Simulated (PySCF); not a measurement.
PySCF job for C4H10Si2, SMILES [SiH3]C(CC#C)[SiH3], PBE-D3(BJ)/def2-SVP. The structure is a stationary point at PBE-D3(BJ)/def2-SVP. The structure was generated by enumeration, and PubChem lists no compound with its InChIKey, so it may never have been made. One conformer was computed; it need not be the lowest.

```python
import numpy as np
from pyscf import gto, scf, dft, df
from pyscf.hessian import thermo

mol = gto.M(
    atom='''
    C     3.08130196   -0.62488975   -0.91024726
    C     1.93224044   -0.89816159   -0.59332404
    C     0.55317725   -1.18530214   -0.20242336
    C    -0.16438831    0.00346306    0.49759976
    Si   -0.18491149    1.59289473   -0.55975015
    Si   -1.92693005   -0.47233562    1.03548051
    H     4.09695163   -0.38952199   -1.19490457
    H     0.54615527   -2.07823904    0.46300955
    H    -0.02053629   -1.48650630   -1.10856321
    H     0.38507234    0.25965276    1.43192573
    H    -0.68809328    1.25877194   -1.93903646
    H     1.17698651    2.21785714   -0.66576089
    H    -1.12488587    2.58918878    0.06652900
    H    -1.89758351   -1.77542879    1.79332504
    H    -2.51230093    0.59641543    1.91554150
    H    -2.80997219   -0.65067515   -0.17192106
    ''',
    basis='def2-SVP',
    charge=0,
    spin=0,
    max_memory=1600,
    verbose=3,
)
mf = dft.RKS(mol, xc='pbe').density_fit(auxbasis='def2-universal-jkfit')
mf.disp = 'd3bj'
mf.grids.level = 3
mf.conv_tol = 1e-11
mf.max_cycle = 100
mf.kernel()

# [left out here: the lines that compute and print the analytic Hessian (its translational invariance restored by hand, since the grid's response is missing), thermochemistry and intensities]
```

Output:

```
converged SCF energy = -736.530799552324

WARN: DFTD3 does not support analytical Hessian, using finite difference


WARN: Mole.unit (angstrom) is changed to Bohr

Mode                                 0                   1                   2
Irrep
Freq [cm^-1]                       52.9310             95.6048            119.0898
Reduced mass [au]                   2.5714              1.4005              2.0240
Force const [Dyne/A]                0.0042              0.0075              0.0169
Char temp [K]                      76.1559            137.5541            171.3437
Normal mode                   x     y     z       x     y     z       x     y     z
       0   C                 0.06 -0.08  0.11   -0.01 -0.05 -0.07    0.05 -0.10 -0.05
       1   C                 0.02 -0.02  0.00    0.00  0.00  0.01    0.04 -0.01  0.02
       2   C                -0.02  0.03 -0.10    0.02  0.02  0.07    0.05  0.03  0.06
       3   C                 0.00  0.01 -0.05   -0.00  0.04  0.02    0.03  0.03  0.03
       4  Si                -0.06  0.04 -0.01    0.00  0.03  0.02   -0.07  0.01  0.02
       5  Si                 0.03 -0.01  0.03   -0.01 -0.03 -0.04    0.01  0.01 -0.04
       6   H                 0.10 -0.13  0.20   -0.02 -0.09 -0.13    0.05 -0.18 -0.11
       7   H                -0.10 -0.02 -0.17    0.04  0.06  0.12    0.07  0.05  0.10
       8   H                 0.01  0.12 -0.15    0.00 -0.04  0.10    0.04 -0.02  0.09
       9   H                 0.04 -0.01 -0.07   -0.04  0.06  0.04   -0.00  0.06  0.04
      10   H                -0.27  0.10  0.05   -0.24  0.10  0.09   -0.12 -0.02  0.04
      11   H                -0.03 -0.05 -0.20    0.06 -0.12 -0.19   -0.10  0.08 -0.05
      12   H                 0.10  0.08  0.14    0.21  0.13  0.17   -0.09 -0.03  0.05
      13   H                 0.10  0.01  0.07    0.07  0.13  0.23   -0.07 -0.16 -0.34
      14   H                 0.04 -0.00  0.02   -0.22  0.08 -0.32    0.09 -0.15  0.21
      15   H                -0.01 -0.08  0.08    0.15 -0.39 -0.10   -0.02  0.34 -0.07
Mode                                 3                   4                   5
Irrep
Freq [cm^-1]                      130.5410            176.8219            229.7000
Reduced mass [au]                   1.3251              2.3145              4.1189
Force const [Dyne/A]                0.0133              0.0426              0.1280
Char temp [K]                     187.8195            254.4073            330.4871
Normal mode                   x     y     z       x     y     z       x     y     z
       0   C                 0.02 -0.09 -0.01    0.04  0.01 -0.01   -0.08  0.05  0.05
       1   C                -0.00  0.00 -0.00    0.04 -0.01 -0.02   -0.05 -0.11  0.01
       2   C                -0.01  0.04 -0.01    0.04 -0.04 -0.04   -0.04 -0.07  0.04
       3   C                -0.01  0.04  0.00    0.04 -0.06  0.01    0.06  0.02 -0.02
       4  Si                -0.01  0.04 -0.00   -0.06 -0.04  0.05   -0.03  0.04  0.00
       5  Si                 0.01 -0.03  0.01   -0.00  0.08 -0.02    0.08  0.01 -0.04
       6   H                 0.03 -0.17 -0.02    0.04  0.02  0.00   -0.10  0.15  0.07
       7   H                -0.03  0.04 -0.02    0.04 -0.06 -0.07   -0.08 -0.02  0.10
       8   H                -0.01  0.06 -0.01    0.04  0.00 -0.05   -0.09 -0.10  0.08
       9   H                -0.01  0.04  0.00    0.05 -0.07  0.01    0.09  0.02 -0.03
      10   H                 0.42 -0.04 -0.14   -0.02 -0.06  0.04   -0.03  0.06  0.00
      11   H                -0.08  0.27  0.37   -0.12  0.10  0.08   -0.08  0.16  0.01
      12   H                -0.34 -0.10 -0.26   -0.17 -0.14  0.06   -0.10 -0.06  0.06
      13   H                 0.10  0.04  0.13   -0.15  0.22  0.23    0.11 -0.01 -0.07
      14   H                -0.10 -0.00 -0.10   -0.01  0.28 -0.27    0.00 -0.04 -0.04
      15   H                 0.06 -0.22  0.01    0.09 -0.08 -0.06    0.14 -0.01 -0.08
Mode                                 6                   7                   8
Irrep
Freq [cm^-1]                      242.2625            336.9048            442.1608
Reduced mass [au]                   2.2535              2.6765              4.7423
Force const [Dyne/A]                0.0779              0.1790              0.5463
Char temp [K]                     348.5618            484.7311            636.1710
Normal mode                   x     y     z       x     y     z       x     y     z
       0   C                 0.03  0.01 -0.02    0.03 -0.03  0.09    0.05  0.04  0.00
       1   C                 0.05 -0.04  0.03   -0.07  0.07 -0.19    0.07 -0.16 -0.09
       2   C                 0.05 -0.08  0.03    0.01 -0.01  0.04    0.03 -0.00 -0.01
       3   C                -0.05 -0.04 -0.13   -0.00 -0.00  0.00    0.04  0.03  0.07
       4  Si                -0.01  0.06 -0.00    0.00 -0.00  0.00    0.00  0.05 -0.02
       5  Si                -0.03  0.00  0.02   -0.00  0.00 -0.00   -0.07 -0.02  0.03
[...]
Mode                                33                  34                  35
Irrep
Freq [cm^-1]                     2161.0002           2164.6748           2165.3331
Reduced mass [au]                   1.0527              3.8829              1.1322
Force const [Dyne/A]                2.8964             10.7199              3.1278
Char temp [K]                    3109.1981           3114.4851           3115.4322
Normal mode                   x     y     z       x     y     z       x     y     z
       0   C                 0.02  0.00 -0.00    0.14  0.03 -0.04   -0.05 -0.01  0.01
       1   C                -0.02 -0.01  0.01   -0.20 -0.05  0.05    0.06  0.01 -0.02
       2   C                 0.00  0.00 -0.00    0.03  0.01 -0.01   -0.01 -0.00  0.00
       3   C                 0.00  0.00 -0.00    0.00 -0.00 -0.00   -0.00 -0.00 -0.00
       4  Si                -0.01  0.01  0.01    0.01 -0.01 -0.01    0.00 -0.01 -0.03
       5  Si                -0.02  0.00 -0.02   -0.00  0.00  0.00   -0.01  0.00 -0.00
       6   H                 0.03  0.01 -0.01    0.26  0.06 -0.07   -0.09 -0.02  0.02
       7   H                 0.00  0.00  0.00    0.02  0.01 -0.00   -0.00 -0.00  0.00
       8   H                -0.00  0.00 -0.00    0.01  0.01 -0.01   -0.01  0.00  0.00
       9   H                -0.01  0.00 -0.00   -0.00  0.00 -0.00   -0.00  0.00 -0.01
      10   H                 0.02  0.02  0.05    0.07  0.04  0.18    0.26  0.17  0.71
      11   H                -0.09 -0.03  0.01   -0.10 -0.05  0.00   -0.10 -0.05 -0.00
      12   H                 0.35 -0.36 -0.23   -0.14  0.15  0.09   -0.25  0.26  0.16
      13   H                -0.00 -0.15  0.08   -0.00  0.01 -0.00   -0.00 -0.02  0.01
      14   H                 0.00 -0.01 -0.02    0.04 -0.07 -0.06    0.07 -0.14 -0.12
      15   H                 0.46  0.09  0.62   -0.00  0.00 -0.00    0.15  0.03  0.20
Mode                                36                  37                  38
Irrep
Freq [cm^-1]                     2178.9924           2181.7023           2943.6845
Reduced mass [au]                   1.0473              1.0547              1.0604
Force const [Dyne/A]                2.9296              2.9577              5.4140
Char temp [K]                    3135.0849           3138.9839           4235.3066
Normal mode                   x     y     z       x     y     z       x     y     z
       0   C                 0.00  0.00 -0.00    0.01  0.00 -0.00    0.00  0.00 -0.00
       1   C                -0.00 -0.00  0.00   -0.02 -0.00  0.01   -0.00 -0.00  0.00
       2   C                 0.00  0.00 -0.00    0.00  0.00 -0.00   -0.03 -0.06 -0.01
       3   C                 0.00 -0.00 -0.00   -0.00 -0.00  0.00    0.00  0.00  0.00
       4  Si                 0.01 -0.00 -0.01   -0.03 -0.01 -0.00    0.00  0.00 -0.00
       5  Si                 0.01 -0.03 -0.02    0.00 -0.00 -0.00   -0.00 -0.00 -0.00
       6   H                 0.01  0.00 -0.00    0.03  0.01 -0.01    0.01  0.00 -0.00
       7   H                -0.00  0.00  0.00    0.00  0.00 -0.00   -0.00  0.54 -0.42
       8   H                -0.00  0.00  0.00    0.00  0.00 -0.00    0.35  0.17  0.56
       9   H                -0.00 -0.00 -0.00   -0.00 -0.00 -0.00   -0.03 -0.01 -0.06
      10   H                 0.02  0.01  0.05    0.06  0.05  0.20    0.00 -0.00  0.00
      11   H                -0.12 -0.05  0.01    0.85  0.38 -0.07   -0.00 -0.00  0.00
      12   H                -0.13  0.14  0.09    0.03 -0.05 -0.03    0.00 -0.00  0.00
      13   H                 0.00  0.09 -0.07   -0.00 -0.02  0.01    0.00  0.00 -0.00
      14   H                -0.36  0.66  0.54   -0.05  0.09  0.07    0.00  0.00 -0.00
      15   H                 0.10  0.01  0.13    0.02  0.00  0.03    0.00  0.00 -0.00
Mode                                39                  40                  41
Irrep
Freq [cm^-1]                     2975.6659           2988.7431           3408.6635
Reduced mass [au]                   1.0888              1.0966              1.1585
Force const [Dyne/A]                5.6802              5.7713              7.9311
Char temp [K]                    4281.3207           4300.1359           4904.3079
Normal mode                   x     y     z       x     y     z       x     y     z
       0   C                -0.00 -0.00 -0.00    0.00  0.00 -0.00    0.10  0.02 -0.03
       1   C                 0.00  0.00 -0.00   -0.00  0.00 -0.00   -0.03 -0.01  0.01
       2   C                -0.01  0.02 -0.05   -0.02  0.02 -0.06    0.00  0.00 -0.00
       3   C                 0.03  0.01  0.05   -0.02 -0.01 -0.04    0.00 -0.00 -0.00
       4  Si                 0.00  0.00  0.00   -0.00 -0.00 -0.00   -0.00 -0.00  0.00
       5  Si                -0.00 -0.00  0.00    0.00  0.00 -0.00    0.00  0.00 -0.00
       6   H                -0.00 -0.00  0.00    0.00  0.00 -0.00   -0.87 -0.20  0.24
       7   H                -0.01 -0.35  0.26   -0.01 -0.41  0.31    0.00  0.00 -0.00
       8   H                 0.18  0.10  0.29    0.30  0.16  0.46    0.00  0.00  0.00
       9   H                -0.39 -0.17 -0.65    0.28  0.13  0.47    0.00  0.00  0.00
      10   H                -0.00 -0.00 -0.00    0.00 -0.00  0.00   -0.00  0.00 -0.00
      11   H                -0.00 -0.00 -0.00    0.00  0.00  0.00    0.00  0.00 -0.00
      12   H                 0.00 -0.00  0.00   -0.00  0.00  0.00   -0.00  0.00 -0.00
      13   H                -0.00  0.00 -0.00   -0.00 -0.00  0.00   -0.00 -0.00  0.00
      14   H                 0.00 -0.00 -0.00   -0.00  0.00  0.00   -0.00  0.00  0.00
      15   H                -0.00 -0.00 -0.00    0.00  0.00  0.00   -0.00 -0.00 -0.00
temperature 298.1500 [K]
pressure 101325.00 [Pa]
Rotational constants [GHz] 3.22364 1.36873 1.01437
Symmetry number 1
Zero-point energy (ZPE) 0.11102 [Eh]   291491.737 [J/mol]
                           tot       elec      trans        rot        vib
Entropy [J/mol/K]       400.917      0.000    167.846    119.932    113.139
Cv [J/mol/K]            147.443      0.000     12.472     12.472    122.500
Cp [J/mol/K]            155.757      0.000     20.786     12.472    122.500
Internal energy [J/mol]                      3718.434   3718.434 309654.109
Internal energy [Eh]   -736.41003  -736.53080
Enthalpy [J/mol]                             6197.391   3718.434 309654.109
Enthalpy [Eh]          -736.40908
Gibbs free energy [J/mol]                  -43845.996 -32039.267 275921.758
Gibbs free energy [Eh] -736.45461
mode   freq/cm-1   IR/(km/mol)
   1       52.93         0.184
   2       95.60         0.115
   3      119.09         0.043
   4      130.54         0.135
   5      176.82         0.138
   6      229.70         1.672
   7      242.26         1.072
   8      336.90         6.979
   9      442.16        10.259
  10      536.88         3.321
  11      548.25         3.558
  12      573.08         0.596
  13      637.44        39.616
  14      641.18        37.374
  15      652.74        20.270
  16      714.29        48.568
  17      795.45        37.047
  18      866.34       256.961
  19      892.74        65.406
  20      901.68       146.019
  21      905.96        24.860
  22      908.25        27.446
  23      913.17         4.702
  24      917.93        52.068
  25      945.62         1.582
  26     1019.42        13.923
  27     1033.86        29.814
  28     1126.58         5.915
  29     1234.02         2.448
  30     1280.58        11.016
  31     1388.70         4.282
  32     2148.48       117.818
  33     2156.48         6.642
  34     2161.00        99.696
  35     2164.67         2.952
  36     2165.33        77.456
  37     2178.99       128.247
  38     2181.70        85.371
  39     2943.68        11.267
  40     2975.67         2.050
  41     2988.74         3.897
  42     3408.66        74.032
max |gradient| / (hartree/bohr): 3.590426862593618e-05
APT charges: [-0.3057 -0.0274  0.1361 -0.4927  0.9349  0.9666  0.2052 -0.0208 -0.0017
 -0.003  -0.2214 -0.2284 -0.2266 -0.2523 -0.233  -0.23  ]
```

Self-consistency was reached.
